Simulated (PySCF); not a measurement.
## Pd⁺ (palladium, charge +1) across methods

[Kr] 4d8 5p1, one real determinant (an excited configuration). Calculation: PySCF 2.14, in x2c-TZVPPall with one added diffuse shell each of s, p, d, f type (9s7p7d3f1g, 95 functions); the spin-free X2C one-electron Hamiltonian (Gaussian nucleus). The B2PLYP total includes its PT2 part (frozen core); its orbital energies are those of the SCF part.

```csv
method,E (hartree),mean ε 4d α (eV),mean ε 4d β (eV),mean ε 5p α (eV),Σ⟨r²⟩ (bohr²),⟨S²⟩
PBE0,-5044.32,-22.030,-20.577,-8.988,45.69,3.751
B2PLYP,-5044.10,-23.941,-22.422,-9.380,46.33,3.752
PBEsol,-5041.70,-19.969,-18.581,-8.425,45.34,3.750
UHF,-5042.24127,-27.331,-25.498,-10.149,47.41,3.753
PBE,-5044.24,-19.989,-18.643,-8.432,45.56,3.751
MN15,-5047.94,-22.820,-21.533,-9.496,45.59,3.751
LDA,-5039.28,-20.150,-18.769,-8.530,45.32,3.750
r2SCAN,-5044.66,-20.376,-18.976,-8.530,45.42,3.751
```

Q: Estimate the same row for BHandHLYP.

A: E (hartree) = -5044.65; mean ε 4d α (eV) = -23.908; mean ε 4d β (eV) = -22.461; mean ε 5p α (eV) = -9.383; Σ⟨r²⟩ (bohr²) = 46.09; ⟨S²⟩ = 3.752.

⟨L²⟩ = 14.02 against 20 for a pure G term, so this real determinant mixes terms.
